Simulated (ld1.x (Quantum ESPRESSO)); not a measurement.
Reading a pseudo-wave (lead)

Columns: radius, all-electron u(r) and pseudo u(r) of the 6s shell (level -12.04 eV) of lead in the configuration [Xe] 4f14 5d10 6s2 6p2; PBE, scalar-relativistic, TM scheme, ld1.x (Quantum ESPRESSO) 7.5.

```json
{"r (bohr)": "0.113", "all-electron": "0.1586", "pseudo": "-0.0143"}
{"r (bohr)": "0.225", "all-electron": "-0.1156", "pseudo": "-0.0297"}
{"r (bohr)": "0.338", "all-electron": "-0.2217", "pseudo": "-0.0476"}
{"r (bohr)": "0.450", "all-electron": "0.0360", "pseudo": "-0.0691"}
{"r (bohr)": "0.563", "all-electron": "0.2861", "pseudo": "-0.0962"}
{"r (bohr)": "0.675", "all-electron": "0.3779", "pseudo": "-0.1302"}
{"r (bohr)": "0.788", "all-electron": "0.3243", "pseudo": "-0.1733"}
{"r (bohr)": "0.900", "all-electron": "0.1821", "pseudo": "-0.2263"}
{"r (bohr)": "1.013", "all-electron": "0.0013", "pseudo": "-0.2905"}
{"r (bohr)": "1.125", "all-electron": "-0.1796", "pseudo": "-0.3637"}
{"r (bohr)": "1.238", "all-electron": "-0.3434", "pseudo": "-0.4441"}
{"r (bohr)": "1.350", "all-electron": "-0.4784", "pseudo": "-0.5251"}
{"r (bohr)": "1.463", "all-electron": "-0.5847", "pseudo": "-0.6017"}
{"r (bohr)": "1.575", "all-electron": "-0.6618", "pseudo": "-0.6660"}
{"r (bohr)": "1.688", "all-electron": "-0.7142", "pseudo": "-0.7145"}
{"r (bohr)": "1.800", "all-electron": "-0.7451", "pseudo": "-0.7449"}
{"r (bohr)": "1.913", "all-electron": "-0.7586", "pseudo": "-0.7586"}
{"r (bohr)": "2.025", "all-electron": "-0.7581", "pseudo": "-0.7581"}
{"r (bohr)": "2.138", "all-electron": "-0.7466", "pseudo": "-0.7466"}
{"r (bohr)": "2.250", "all-electron": "-0.7270", "pseudo": "-0.7270"}
{"r (bohr)": "2.363", "all-electron": "-0.7010", "pseudo": "-0.7010"}
{"r (bohr)": "2.475", "all-electron": "-0.6710", "pseudo": "-0.6710"}
{"r (bohr)": "2.588", "all-electron": "-0.6379", "pseudo": "-0.6379"}
{"r (bohr)": "2.700", "all-electron": "-0.6033", "pseudo": "-0.6033"}
{"r (bohr)": "2.813", "all-electron": "-0.5677", "pseudo": "-0.5677"}
{"r (bohr)": "2.925", "all-electron": "-0.5323", "pseudo": "-0.5323"}
```

Task: How many radial nodes do the two functions have?

Result: The all-electron 6s function has n − l − 1 = 5 (the table is too coarse to show those close to the nucleus); the pseudo-wave has 0, since the states of the same l below it are removed with the core.

Task: At about which radius was the pseudo-wave matched?

Result: 2.10 bohr. The columns agree to 0.0005 from 1.69 bohr on; several derivatives are matched, so the curves merge somewhat inside the radius.

Task: Where does each function peak?

Result: Outermost all-electron maximum near 1.91 bohr, pseudo maximum near 1.91 bohr (to the table’s step).

Task: Is the pseudo-wave norm-conserving?

Result: Yes: the TM scheme keeps the norm inside the radius equal to the all-electron one, which fixes the energy derivative of the logarithmic derivative at the level.
